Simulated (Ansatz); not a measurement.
`CB(S)O[SiH3]` + `NC[SiH2]S` → `NC[SiH2]S[SiH3]` + `CB(O)S`  (ligand exchange at the Si–O bond)

Isolated molecules relaxed with PBE0-D4/def2-TZVP in Ansatz; ΔE leaves out vibrations. CBS: MP2 limit from def2 TZ/QZ plus the TZ coupled-cluster correction, frozen cores. DFT in def2-TZVPP. One conformer a species, not always the lowest.

```
        level  ΔE (kJ/mol)
    r2SCAN-D4         15.3
HF/def2-TZVPP         46.8
HF/def2-QZVPP         49.2
MP2/CBS(def2)         18.8
```

(1) What does CCSD(T)/CBS give? (Estimate.)

Largest T1 diagnostic among the species: 0.012.

## Answers

(1) Computed: +22.1 kJ/mol. The listed levels differ from it by -6.8, 24.7, 27.1, -3.3 kJ/mol.

In def2-TZVPP, CCSD(T) changes the Hartree–Fock value by −22.8 kJ/mol (the triples alone add −4.4 kJ/mol) and MP2 by −26.1 kJ/mol. The D4 term adds −5.1 kJ/mol with B3LYP and −2.8 kJ/mol with PBE0; it sums over pairs of atoms, weighted by their polarisabilities, and B3LYP, whose exchange is more repulsive, gets the larger term. From PBE to PBE0 (25 % exact exchange), in def2-TZVPP and without D4, ΔE moves by +4.7 kJ/mol.

B3LYP here is the variant with VWN-RPA as its local correlation; programs differ in this.
